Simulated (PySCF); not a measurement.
PySCF 2.14 output of a UHF calculation on a single atom or ion in def2-TZVPPD (6s6p4d2f1g, 67 functions), with the non-relativistic Hamiltonian (point nucleus):

```
SCF conv_tol = 1e-09
number electrons alpha = 15  beta = 13
cycle= 1 E= -1776.33160974025  delta_E= -0.00496  |g|= 0.0282  |ddm|= 0.0259
cycle= 2 E= -1776.33168944138  delta_E= -7.97e-05  |g|= 0.00419  |ddm|= 0.00404
cycle= 3 E= -1776.3316916575  delta_E= -2.22e-06  |g|= 0.000653  |ddm|= 0.000936
cycle= 4 E= -1776.33169171217  delta_E= -5.47e-08  |g|= 0.0003  |ddm|= 0.000212
cycle= 5 E= -1776.33169172601  delta_E= -1.38e-08  |g|= 3.28e-05  |ddm|= 8.31e-05
cycle= 6 E= -1776.33169172645  delta_E= -4.34e-10  |g|= 5.62e-06  |ddm|= 2.11e-05
converged SCF energy = -1776.33169172645  <S^2> = 2.000905  2S+1 = 3.0006033
```

The run itself started from symmetry-adapted Hartree-Fock orbitals and held the occupation by maximum overlap, so the iterations belong to that start.

Q: Which element, charge and spin multiplicity is this?

A: Zn²⁺ (zinc, charge +2), multiplicity 3; the state was [Ar] 3d9 4p1, one real determinant (an excited configuration).

⟨L²⟩ = 8.01 against 12 for a pure F term, so this real determinant mixes terms.
